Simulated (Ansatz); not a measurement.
**A barrier at the coupled-cluster level**

Start structure (CH₇ClSn, singlet), relaxed at PBE0-D4/def2-TZVP:

Sn1  (-0.674, 0.513, -2.062)
Cl2  (1.634, 0.598, -1.719)
H3  (-0.921, -0.641, -3.286)
H4  (-1.359, 0.053, -0.577)
H5  (-1.131, 2.080, -2.540)
H6  (1.136, -0.242, 1.203)
C7  (0.491, -0.520, 2.036)
H8  (-0.070, -1.419, 1.778)
H9  (-0.204, 0.292, 2.248)
H10  (1.099, -0.715, 2.919)
(Å)

The step: SnH₃Cl ([Cl][SnH3]) + CH₄ → CH₆Sn ([CH3][SnH3]) + HCl; bonds formed: Sn1–C7, Cl2–H6; bonds broken: Sn1–Cl2, H6–C7. Computed with Ansatz 0.2.0 (basis: def2-TZVPP and def2-QZVPP); correlated methods freeze the cores. Filled d shells of the heavier atoms are correlated. Core potentials replace the inner electrons of the atoms past krypton. The def2 sets are not built for correlating such inner shells, so the correlated values are less sure here. Extrapolation: Hartree–Fock as exp(−7.88 √X), correlation as X^−2.97. Energies below are by CCSD(T) at an estimated basis limit (MP2 extrapolated from triple and quadruple zeta, plus CCSD(T) − MP2 in triple zeta).

Problem. What are the electronic barrier and the energy of the step, from the start structure to the end structure? (To be estimated.)

Solution. By the calculation: Barrier 57.13 kcal/mol; step energy 25.84 kcal/mol (uphill); reverse barrier, their difference, 31.29 kcal/mol. Barrier and step energy count from the start structure, the reverse barrier from the end structure.

The saddle point: One imaginary mode of 957i cm⁻¹.
| pair | start (Å) | saddle (Å) | end (Å) |
| --- | --- | --- | --- |
| Sn1–C7 | 4.38 | 2.36 | 2.13 |
| Cl2–H6 | 3.08 | 1.67 | 1.29 |
| Sn1–Cl2 | 2.34 | 2.89 | 4.21 |
| H6–C7 | 1.09 | 1.33 | 3.37 |

Zero-point energy (harmonic, PBE0-D4): ZPE is 41.95 kcal/mol at the start and 39.59 kcal/mol at the saddle, so the barrier goes from 57.13 to 54.77 kcal/mol.

No T1 diagnostic of these runs exceeds 0.012. The start structure is not quite a true minimum (one mode of 34i cm⁻¹).

Labels in which every atom is bracketed show which atoms are joined, not bond orders.

For scale, one of the runs: CCSD(T)/def2-TZVPP, 221 basis functions, launched by `ansatz run in.yaml --threads 4 --pin off --events-out ev --progress --plain --max-ram 9574MiB`. The run took 110 s on 4 CPU threads of an Arm Neoverse V1 (shared host), with 3.7 GiB of host memory at its peak.
